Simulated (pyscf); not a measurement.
**•O–AsH₂, doublet**

Gas-phase minimum from PySCF at ωB97X-D3(BJ)/def2-SVP, one conformer. •O–AsH₂ lies 33.4 kcal/mol over its isomer HO–AsH•, and others may lie lower still (electronic energy, ωB97M-D3(BJ)). 

```xyz
4

O      0.0336     0.2072     0.7247
As    -1.4322    -0.5702     0.4329
H     -1.1189    -1.7076    -0.5298
H     -2.2056     0.3355    -0.5159
```
Charge 0, spin multiplicity 2.

Bonded distances (Å): O1–As2 1.685, As2–H3 1.523, As2–H4 1.523. Angles (°): O1–As2–H3 106.0, O1–As2–H4 106.0, H3–As2–H4 98.9.

Properties at ωB97X-D3(BJ)/def2-SVP:

```json
{
 "harmonic_wavenumbers_unscaled": "502, 754, 859, 1021, 2216, 2240 cm⁻¹",
 "zero_point_energy": "10.9 kcal/mol",
 "rotational_symmetry_number": "1",
 "Entropy of this conformer at 298 K and 1 atm, rigid rotor and harmonic oscillator, modes under 100 cm⁻¹ raised to 100": "261.2 J/(mol K)",
 "dipole_moment": "2.78 D",
 "Spin expectation value S2": "0.760"
}
```

Single-point totals, which compare only within one level (frozen core for MP2 and CC):

```
level                   total energy (hartree)
----------------------  ----------------------
ωB97X-D3(BJ)/def2-TZVP             -2312.21042
PBE/def2-TZVP                      -2311.85213
r²SCAN/def2-TZVP                   -2312.21987
B3LYP-D3(BJ)/def2-TZVP             -2312.31255
PBE0-D3(BJ)/def2-TZVP              -2311.91029
M06-2X/def2-TZVP                   -2312.23378
ωB97M-D3(BJ)/def2-TZVP             -2312.28766
UHF/def2-TZVPP                     -2310.20343
MP2/def2-TZVPP                     -2310.66979
CCSD/def2-TZVPP                    -2310.69892
CCSD(T)/def2-TZVPP                 -2310.71766
```

The CCSD(T) − MP2 part came from Ansatz, without density fitting, on the same reference. The frozen core leaves the outer d or s,p core shells of the metals and heavy elements correlated in the MP2 and CC values, and def2-TZVPP describes them poorly, so these totals are far from the basis limit. Elements up to Kr have no core potential and no relativistic terms here.
